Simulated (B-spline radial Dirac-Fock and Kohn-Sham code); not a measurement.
## What relativity does to the binding energies of Rb¹⁴⁺

System: Rb¹⁴⁺, [Ar] 3d5.

Both columns are ΔSCF binding energies of the configuration average from an atomic code on a B-spline grid: non-relativistic Hartree-Fock with a point nucleus, and Dirac-Fock with a finite nucleus and the Coulomb interaction alone, averaged over the two j levels with weights 2j+1.

```
shell  Hartree-Fock (eV)  Dirac-Fock (eV)  shift (eV)  shift (%)
   1s            15386.8          15676.7     +289.86      +1.88
   2s             2443.9           2511.4      +67.53      +2.76
   2p             2248.5           2265.8      +17.26      +0.77
   3s              688.4            702.8      +14.39      +2.09
   3p              614.4            618.8       +4.35      +0.71
   3d              498.8            497.2       -1.61      -0.32
```

Relativity binds 1s, 2s, 2p, 3s, 3p more strongly, among those listed most of all 2s in relative terms, and 3d more weakly, because the contracted s and p shells screen the nucleus better.

Values without a named source are computed, but for edge energies of neutral atoms, which are taken from tables.
